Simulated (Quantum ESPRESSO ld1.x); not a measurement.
Q: Species: Os3+. Configuration: [Xe] 4f14 5d5. Method: scalar-relativistic Kohn-Sham, LDA (Slater exchange, Perdew-Zunger correlation), spin-polarised, spherical densities, point nucleus; open shells are filled with parallel spins first; computed with ld1.x of Quantum ESPRESSO 7.5. Some entries of the table are withheld. Estimate them.

orbital  occ.  eigenvalue (eV)  r(max) (bohr)  <1/r> (bohr^-1)
1s up       1         -73850.7          0.011            90.44
1s down     1         -73850.7          0.011            90.44
2s up       1         -12888.6          0.064            21.17
2s down     1         -12888.3          0.064            21.17
2p up       3         -11230.3          0.052            19.05
2p down     3         -11230.1          0.052            19.05
3s up       1         -3022.55          0.179            7.841
3s down     1         -3022.40          0.179            7.841
3p up       3         -2535.76          0.177            7.208
3p down     3         -2535.61          0.177            7.208
3d up       5         -1991.28          0.144            6.802
3d down     5         -1991.05          0.144            6.802
4s up       1         -661.578          0.404            3.347
4s down     1         -661.270          0.404            3.347
4p up       3         -501.867          0.424            3.033
4p down     3         -501.557          0.424            3.033
4d up       5         -303.650          0.434            2.706
4d down     5         -303.278          0.434            2.708
5s up       1         -123.434          0.913            1.337
5s down     1         -121.120          0.913            1.348
4f up       7         -83.3019          0.404            2.238
4f down     7         -82.6988          0.404            2.247
5p up       3         -82.6376           1.03            1.134
5p down     3         -79.7793           1.02            1.145
5d up       5         -36.5355           1.33              (1)
5d down     0         -33.1845           1.32              (2)

A: 
(1) 5d up <1/r> (bohr^-1): 0.8038
(2) 5d down <1/r> (bohr^-1): 0.8031
